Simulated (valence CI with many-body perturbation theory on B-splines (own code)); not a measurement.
**E1 transitions of Si⁸⁺**

Method: configuration interaction combined with many-body perturbation theory (CI+MBPT): four valence electrons over a frozen Dirac-Fock core [He], a basis of 11 s, 11 p, 9 d, 7 f, 5 g, 2 h, 1 i functions for each j, with the one-electron correlation potential Σ1, the two-electron term Σ2, the three-electron term Σ3, Breit, model QED; selected CI, second order for the rest, scaled by the run's own slope (own B-spline code, finite nucleus).

No measured spectrum was set against this ion. As an estimate, levels of excited configurations hold to 0.05 to 0.15 % of their energy, terms of the ground configuration to about 0.5 %.

Lines 101 to 150 of 275 in falling wavelength, among levels below 1953300 cm⁻¹, chosen from the strongest by gf and those to the six lowest levels. Wavelengths and rates use the calculated energies, so an error of 200 cm⁻¹ moves a line at 346.4 Å by 0.069 % and its rate by three times that or more. Electric multipoles are in the length gauge, E1 and E2 with the static RPA response of the core. Weak lines are less certain than strong ones. Lines between different terms over intervals too small for the method are left out, as are lines whose strength nearly cancels. The highest levels of a list are the least certain.

| λ vac (Å) | Upper | Lower | A (s⁻¹) | S (a.u.) |
| --- | --- | --- | --- | --- |
| 346.4 | 2s 2p2 3s 3D_3 | 2s2 2p 3s 3P°_2 | 3.12e+09 | 4.48e-01 |
| 346.4 | 2s 2p2 3s 3D_2 | 2s2 2p 3s 3P°_2 | 7.16e+08 | 7.35e-02 |
| 345.1 | 2s 2p3 3D°_2 | 2s2 2p2 3P_1 | 1.95e+09 | 1.98e-01 |
| 344.9 | 2s 2p3 3D°_1 | 2s2 2p2 3P_1 | 8.77e+08 | 5.33e-02 |
| 343.5 | 2s 2p3 3P°_1 | 2s2 2p2 1D_2 | 6.12e+06 | 3.67e-04 |
| 343.4 | 2s 2p3 3P°_2 | 2s2 2p2 1D_2 | 9.87e+05 | 9.86e-05 |
| 341.9 | 2s 2p3 3D°_1 | 2s2 2p2 3P_0 | 1.50e+09 | 8.85e-02 |
| 340.3 | 2s 2p2 3s 3D_1 | 2s2 2p 3s 3P°_1 | 1.31e+09 | 7.63e-02 |
| 340.3 | 2s 2p2 3s 3D_2 | 2s2 2p 3s 3P°_1 | 2.44e+09 | 2.37e-01 |
| 338.4 | 2s 2p2 3s 3D_1 | 2s2 2p 3s 3P°_0 | 1.90e+09 | 1.09e-01 |
| 330.9 | 2s 2p2 3s 1D_2 | 2s2 2p 3s 1P°_1 | 1.14e+09 | 1.02e-01 |
| 305.8 | 2p4 1S_0 | 2s 2p3 1P°_1 | 2.42e+10 | 3.41e-01 |
| 302.4 | 2p4 3P_2 | 2s 2p3 3P°_2 | 2.39e+09 | 1.63e-01 |
| 302.3 | 2p4 3P_2 | 2s 2p3 3P°_1 | 9.74e+08 | 6.64e-02 |
| 298.3 | 2p4 3P_1 | 2s 2p3 3P°_2 | 2.05e+09 | 8.07e-02 |
| 296.6 | 2p4 3P_0 | 2s 2p3 3P°_1 | 4.17e+09 | 5.37e-02 |
| 296.1 | 2s 2p3 3P°_1 | 2s2 2p2 3P_2 | 2.27e+09 | 8.72e-02 |
| 296.0 | 2s 2p3 3P°_2 | 2s2 2p2 3P_2 | 4.69e+09 | 3.00e-01 |
| 294.8 | 2s 2p3 3S°_1 | 2s2 2p2 1S_0 | 5.88e+06 | 2.23e-04 |
| 292.7 | 2s 2p3 3P°_1 | 2s2 2p2 3P_1 | 1.84e+09 | 6.83e-02 |
| 292.7 | 2s 2p3 3P°_0 | 2s2 2p2 3P_1 | 6.08e+09 | 7.53e-02 |
| 292.6 | 2s 2p3 3P°_2 | 2s2 2p2 3P_1 | 1.22e+09 | 7.54e-02 |
| 290.6 | 2s 2p3 3P°_1 | 2s2 2p2 3P_0 | 1.92e+09 | 6.97e-02 |
| 261.4 | 2p4 3P_2 | 2s 2p3 3D°_2 | 2.63e+09 | 1.16e-01 |
| 261.3 | 2p4 3P_2 | 2s 2p3 3D°_3 | 1.22e+10 | 5.38e-01 |
| 259.7 | 2s 2p3 1P°_1 | 2s2 2p2 1S_0 | 5.84e+09 | 1.51e-01 |
| 258.4 | 2p4 3P_1 | 2s 2p3 3D°_1 | 4.00e+09 | 1.02e-01 |
| 258.3 | 2p4 3P_1 | 2s 2p3 3D°_2 | 1.05e+10 | 2.69e-01 |
| 258.0 | 2s 2p3 1D°_2 | 2s2 2p2 1D_2 | 1.77e+10 | 7.51e-01 |
| 257.2 | 2p4 3P_0 | 2s 2p3 3D°_1 | 1.43e+10 | 1.20e-01 |
| 253.7 | 2s 2p3 3S°_1 | 2s2 2p2 1D_2 | 3.85e+06 | 9.32e-05 |
| 230.3 | 2s 2p3 1D°_2 | 2s2 2p2 3P_2 | 5.93e+07 | 1.79e-03 |
| 228.2 | 2s 2p3 1D°_2 | 2s2 2p2 3P_1 | 2.96e+06 | 8.69e-05 |
| 227.2 | 2s 2p3 1P°_1 | 2s2 2p2 1D_2 | 2.29e+10 | 3.97e-01 |
| 226.9 | 2s 2p3 3S°_1 | 2s2 2p2 3P_2 | 2.06e+10 | 3.57e-01 |
| 224.9 | 2s 2p3 3S°_1 | 2s2 2p2 3P_1 | 1.21e+10 | 2.04e-01 |
| 223.6 | 2s 2p3 3S°_1 | 2s2 2p2 3P_0 | 4.03e+09 | 6.67e-02 |
| 205.5 | 2s 2p3 1P°_1 | 2s2 2p2 3P_2 | 2.75e+06 | 3.53e-05 |
| 203.8 | 2s 2p3 1P°_1 | 2s2 2p2 3P_1 | 7.36e+07 | 9.23e-04 |
| 202.8 | 2s 2p3 1P°_1 | 2s2 2p2 3P_0 | 4.12e+05 | 5.09e-06 |
| 190.6 | 2p4 3P_2 | 2s 2p3 5S°_2 | 6.60e+06 | 1.13e-04 |
| 188.9 | 2p4 3P_1 | 2s 2p3 5S°_2 | 2.88e+06 | 2.87e-05 |
| 175.6 | 2p4 1D_2 | 2s 2p3 5S°_2 | 1.33e+04 | 1.77e-07 |
| 68.98 | 2s 2p2 3s 1D_2 | 2s 2p3 1P°_1 | 1.70e+10 | 1.38e-02 |
| 67.22 | 2s 2p2 3s 3P_2 | 2s 2p3 3P°_2 | 4.92e+10 | 3.69e-02 |
| 67.21 | 2s 2p2 3s 3P_2 | 2s 2p3 3P°_1 | 1.66e+10 | 1.25e-02 |
| 66.57 | 2s 2p2 3s 1D_2 | 2s 2p3 1D°_2 | 5.76e+10 | 4.20e-02 |
| 66.01 | 2s2 2p 3s 3P°_1 | 2s2 2p2 1S_0 | 7.84e+08 | 3.34e-04 |
| 65.25 | 2s2 2p 3s 1P°_1 | 2s2 2p2 1S_0 | 4.32e+10 | 1.78e-02 |
| 65.19 | 2s 2p2 3s 3P_0 | 2s 2p3 3D°_1 | 8.75e+10 | 1.20e-02 |
